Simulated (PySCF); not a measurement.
In(H)(OH)2 (H3InO2), SMILES [OH][InH][OH].

Coordinates come from a B3LYP-D3(BJ)/def2-TZVP optimisation. The def2 effective core potentials stand for the cores of In; spin–orbit coupling is left out. One conformer was computed; it need not be the lowest.

Computed with B3LYP-D3(BJ)/def2-TZVP in PySCF.

Frequencies are harmonic and unscaled.

| mode | ν (cm⁻¹) | IR (km/mol) | moving atoms (share of kinetic energy) |
|---|---|---|---|
| 1 | 136 | 17.7 | O 75 %, In 13 %, H 12 % |
| 2 | 302 | 102.6 | H 92 % |
| 3 | 343 | 138.2 | H 83 %, O 14 % |
| 4 | 402 | 115.8 | H 93 % |
| 5 | 427 | 1.5 | H 97 % |
| 6 | 583 | 57.4 | O 84 %, In 11 % |
| 7 | 600 | 57.6 | O 85 %, In 11 % |
| 8 | 778 | 65.7 | H 92 % |
| 9 | 832 | 88.5 | H 92 % |
| 10 | 1873 | 102.8 | H 99 % |
| 11 | 3815 | 47.5 | H 94 % |
| 12 | 3831 | 39.1 | H 94 % |
